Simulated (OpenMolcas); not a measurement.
Ions of charge +2 along the 3d row on the Ca site of CsCaBr3

```yaml
Program: OpenMolcas 26.06
Method: CASSCF
Spin-orbit_coupling: state interaction with AMFI integrals over the reference wave functions
```

The d shell is active. Each dopant is a cluster with its nearest anions in model potentials and point charges, with no relaxation. Distances were set from a Shannon-type radius of the metal (high-spin where two are listed) plus a fixed donor radius (Br 1.91 Å), in hosts weighted 0.65 to 0.35 with the host's distance in the model lattice. Ligand basis ANO-RCC-VDZP, DKH2 Hamiltonian. States (labels of O, the rotations of Oh). Energies in cm-1 above the lowest state or level, χT in cm3 K/mol; under a threefold ground state the first gap can be a small split of the lowest multiplet, not the spin-orbit step; 10Dq and B are least-squares fits to the states below 45000 cm-1, weighted by degeneracy, with a free offset, and given where the rms deviation is under 5 % of |10Dq| (or 100 cm-1) and under 700 cm-1. Spin-only χT is S(S+1) / 2 for the spin of the ground state.

| Ion | Shell | R (Å) | Metal basis | Ground state | First state of that spin | 10Dq | B (rms of fit) | First gap with spin-orbit (degeneracies) | χT at 300 K | First state of another spin | Spin-only χT |
| --- | --- | --- | --- | --- | --- | --- | --- | --- | --- | --- | --- |
| Ti2+ | 3d2 | 2.796 | ANO-RCC-VTZP | 3T1 | 3T2 4851 | 5772 | 831 (87) | 3.6 (2, 3) | 1.146 | 1T2 11387 | 1.000 |
| Cr2+ | 3d4 | 2.757 | ANO-RCC-VTZP | 5E | 5T2 4172 | 4257 | 989 (67) | 6.3 (1, 3) | 2.925 | 3T1 16952 | 3.000 |
| Mn2+ | 3d5 | 2.777 | ANO-RCC-VTZP | 6A1 |  | 3488 | 1087 (37) | 29577 (6, 2) | 4.386 | 4T1 29611 | 4.375 |
| Fe2+ | 3d6 | 2.744 | ANO-RCC-VTZP | 5T2 | 5E 3240 | 3239 | 1138 (49) | 184.7 (3, 2) | 4.269 | 3T1 20084 | 3.000 |
| Co2+ | 3d7 | 2.721 | ANO-RCC-VTZP | 4T1 | 4T2 2447 | 3010 | 1187 (65) | 321.0 (2, 4) | 4.039 | 2E 17806 | 1.875 |
| Ni2+ | 3d8 | 2.686 | ANO-RCC-VTZP | 3A2 | 3T2 2793 | 2869 | 1277 (53) | 2514 (3, 2) | 1.991 | 1E 17413 | 1.000 |
| Cu2+ | 3d9 | 2.712 | ANO-RCC-VTZP | 2E | 2T2 2394 | 2394 |  | 1881 (4, 2) | 0.890 |  | 0.375 |

Among the 7 ions with a close fit, |10Dq| is smallest for Cu2+ (2394 cm-1) and largest for Ti2+ (5772 cm-1). The error differs from ion to ion, so this order need not be the real one.

B goes from 831 cm-1 (Ti2+) to 1277 cm-1 (Ni2+).

Every ion keeps the highest spin of its shell. χT departs most from the spin-only value for Co2+, by +2.164 cm3 K/mol.

Ligand-to-metal charge-transfer states are missing. An orbital triplet at a regular site is open to Jahn-Teller coupling, which can distort the site and quench the lowest spin-orbit gaps and is left out (holds for Ti2+; Fe2+; Co2+). Without dynamic correlation the repulsion within the d shell is too large (B by tens of per cent), so at a given field states of lower spin stand too high (holds for Ti2+; Cr2+; Mn2+; Fe2+; Co2+; Ni2+). With no ligand orbital active B as a rule stays too high, so bands that hang on it stand too high and its fall with covalency is understated (holds for Ti2+; Cr2+; Mn2+; Fe2+; Co2+; Ni2+). With metal d orbitals alone and no dynamic correlation the field as a rule comes out too small, by tens of per cent, by up to half for chloride and softer ligands (holds for Ti2+; Cr2+; Mn2+). An orbital doublet at a regular site is open to a Jahn-Teller distortion, which this geometry leaves out (holds for Cr2+; Cu2+). With metal d orbitals alone and no dynamic correlation the field as a rule comes out too small, by tens of per cent, by up to half for chloride and softer ligands, and with too little covalency χT stands high (holds for Fe2+; Co2+). With metal d orbitals alone and no dynamic correlation the field as a rule comes out too small, by tens of per cent, by up to half for chloride and softer ligands, and the orbital part of g and χT, which goes as 1/10Dq, too large (holds for Ni2+; Cu2+). No measured value stands beside these numbers; the geometry was set by hand and not optimised.
